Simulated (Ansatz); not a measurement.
Reactions of BH3O2, SMILES `OBO`.

Computed with Ansatz on PBE0-D4/def2-TZVP structures; ΔE is electronic, products minus reactants. CCSD(T)/CBS is the MP2 limit (def2-TZVPP, def2-QZVPP) plus CCSD(T) − MP2 in def2-TZVPP, frozen cores. This one scheme is used for every species. Functionals use def2-TZVPP. For Mg outer-core shells are correlated without core-valence functions, which leaves a few kJ/mol of doubt a bond. Each species was taken in one conformer, which may not be the lowest.

```
                                                              reaction  CCSD(T)/CBS(def2) (kJ/mol)
                         `OBO` + `C=NC[SiH2]C` → `C[SiH2]BO` + `C=NCO`                           ?
                                 `OBO` + `N[SiH3]` → `OBN[SiH3]` + H₂O                          15
                         `OBO` + `OCC[SiH2]O` → `OCB(O)O` + `C[SiH2]O`                         -36
             `OBO` + `C[CH](C)[Mg][NH2]` → `CC(C)B(O)O` + `[NH2][MgH]`                         -36
                             `OBO` + `BCC[SiH3]` → `BCCBO` + `O[SiH3]`                           ?
                                             `OBO` + H₂S → `OBS` + H₂O                          63
                                       `OBO` + `N#CO` → `N#COBO` + H₂O                           8
`OBO` + `[CH3][Al]([CH3])[O]B(O)O` → `OB(O)OB(O)O` + `[CH3][AlH][CH3]`                           ?
                                 `OBO` + `[SiH3]S` → `OBS[SiH3]` + H₂O                          66
```

**Question.** Fill in the missing values. (Best estimate.)

**Answer.** The calculation gave: `OBO` + `C=NC[SiH2]C` → `C[SiH2]BO` + `C=NCO`: +231.0 kJ/mol; `OBO` + `BCC[SiH3]` → `BCCBO` + `O[SiH3]`: +47.3 kJ/mol; `OBO` + `[CH3][Al]([CH3])[O]B(O)O` → `OB(O)OB(O)O` + `[CH3][AlH][CH3]`: +44.8 kJ/mol.

Largest T1 diagnostic: 0.015, for `N#COBO`.
